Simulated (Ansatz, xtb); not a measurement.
ClGeH5Si2: where a starting geometry ends

The starting geometry of this gas-phase singlet was built from a drawn formula by distance geometry and a force field; its bonds are those of `[Cl][GeH]1[SiH2][SiH2]1`.

```json
{"atom": "Cl", "x (Å)": "-3.1761", "y (Å)": "-3.1122", "z (Å)": "-1.0572"}
{"atom": "Ge", "x (Å)": "-2.0238", "y (Å)": "-1.6431", "z (Å)": "0.1535"}
{"atom": "Si", "x (Å)": "-0.0895", "y (Å)": "-0.9082", "z (Å)": "-0.9914"}
{"atom": "Si", "x (Å)": "0.0752", "y (Å)": "-2.4564", "z (Å)": "0.6331"}
{"atom": "H", "x (Å)": "-2.7018", "y (Å)": "-0.6628", "z (Å)": "1.1374"}
{"atom": "H", "x (Å)": "-0.0319", "y (Å)": "-1.4700", "z (Å)": "-2.3282"}
{"atom": "H", "x (Å)": "0.2752", "y (Å)": "0.4497", "z (Å)": "-0.6343"}
{"atom": "H", "x (Å)": "0.6452", "y (Å)": "-1.8924", "z (Å)": "1.8752"}
{"atom": "H", "x (Å)": "0.3883", "y (Å)": "-3.7965", "z (Å)": "0.1632"}
```

**Question.** Predict what becomes of its bonds when it is optimised with r2SCAN-D4/def2-SVP.

**Answer.** It keeps its bonds, and is `[Cl][GeH]1[SiH2][SiH2]1`.

The energy falls by 0.36 eV over 8 steps:

```tsv
step	E − E(last) (eV)
1	0.360
2	0.036
3	0.002
4	0.001
5	0.000
6	0.000
7	0.000
8	0.000
```

Final geometry (Å):

```xyz
9

Cl   -3.3384   -3.0195   -0.9520
Ge   -2.0452   -1.6519    0.1417
Si   -0.1277   -0.8635   -1.0303
Si    0.1262   -2.4625    0.6892
H    -2.8974   -0.7832    1.0750
H     0.0706   -1.3399   -2.4288
H     0.3499    0.5329   -0.8075
H     0.7491   -2.0504    1.9815
H     0.4738   -3.8538    0.2827
```

From the same start GFN2-xTB ends elsewhere, differing in Cl1–Si3 (2.18 against 3.87 Å here), Ge2–Si3 (3.46 against 2.38 Å here).

The end wasn't checked by frequencies. Run with Ansatz 0.2.0, 26 s on 2 threads of Arm Neoverse V2, on a shared host.
